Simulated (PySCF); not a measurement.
Isomers of C8H10FOP, mass 172.045 u with the commonest isotopes. Theory: PBE0/pcSseg-1 in PySCF (dipole) on a GFN2-xTB geometry, gas phase. One conformer each, none proved a minimum here; rigid rotors.

Problem. Order these by rotational constant B, largest first.
A. `[CH3:1][CH2:2][P@H:3](=[O:4])[c:5]1[cH:6][cH:7][cH:8][cH:9][c:10]1[F:11]` with C1–C2–P3–O4 -56°, C2–P3–C5–C6 119°
B. `[CH2:1]=[CH:2][P@@:3]1(=[O:4])[C:5]([F:6])=[CH:7][C:8]([CH3:9])=[C:10]1[CH3:11]` with C1–C2–P3–O4 0°
C. `[CH3:1][P:2]([CH3:3])(=[O:4])[c:5]1[cH:6][cH:7][c:8]([F:9])[cH:10][cH:11]1` with C1–P2–C5–C6 56°

Solution. B (881.1 MHz), A (655.5 MHz), C (521.2 MHz).

Problem. Order these by dipole moment, largest first.
A. `[CH2:1]=[CH:2][P@@:3]1(=[O:4])[C:5]([F:6])=[CH:7][C:8]([CH3:9])=[C:10]1[CH3:11]` with C1–C2–P3–O4 0°
B. `[CH3:1][CH2:2][P@H:3](=[O:4])[c:5]1[cH:6][cH:7][cH:8][cH:9][c:10]1[F:11]` with C1–C2–P3–O4 -56°, C2–P3–C5–C6 119°
C. `[CH2:1]=[CH:2][C:3]1=[C:4]([CH3:5])[P@@H:6](=[O:7])[C:8]([CH3:9])=[C:10]1[F:11]` with C1–C2–C3–C4 159°

Solution. A (4.73 D), C (3.68 D), B (3.52 D).

Problem. Order these by rotational constant C, largest first.
A. `[CH2:1]=[CH:2][P@@:3]1(=[O:4])[C:5]([F:6])=[CH:7][C:8]([CH3:9])=[C:10]1[CH3:11]` with C1–C2–P3–O4 0°
B. `[CH2:1]=[CH:2][C:3]1=[C:4]([CH3:5])[P@@H:6](=[O:7])[C:8]([CH3:9])=[C:10]1[F:11]` with C1–C2–C3–C4 159°
C. `[CH3:1][P:2]([CH3:3])(=[O:4])[c:5]1[cH:6][cH:7][c:8]([F:9])[cH:10][cH:11]1` with C1–P2–C5–C6 56°
D. `[CH3:1][CH2:2][P@H:3](=[O:4])[c:5]1[cH:6][cH:7][cH:8][cH:9][c:10]1[F:11]` with C1–C2–P3–O4 -56°, C2–P3–C5–C6 119°

Solution. A (636.3 MHz), B (547.2 MHz), D (524.1 MHz), C (481.5 MHz).

| SMILES | point group | Ia (u·Å²) | Ib (u·Å²) | Ic (u·Å²) | κ | μa (D) | μb (D) | μc (D) |
| --- | --- | --- | --- | --- | --- | --- | --- | --- |
| CC[P@H](=O)c1ccccc1F | C1 | 275.34 | 771.00 | 964.35 | -0.80 | 2.34 | 2.31 | 1.25 |
| C=C[P@@]1(=O)C(F)=CC(C)=C1C | C1 | 400.76 | 573.58 | 794.27 | -0.22 | 2.86 | 1.06 | 3.61 |
| CP(C)(=O)c1ccc(F)cc1 | Cs | 221.53 | 969.62 | 1049.57 | -0.96 | 0.14 | 3.62 | 0.00 |
| C=CC1=C(C)[P@@H](=O)C(C)=C1F | C1 | 392.15 | 563.89 | 923.57 | -0.06 | 2.95 | 0.41 | 2.15 |
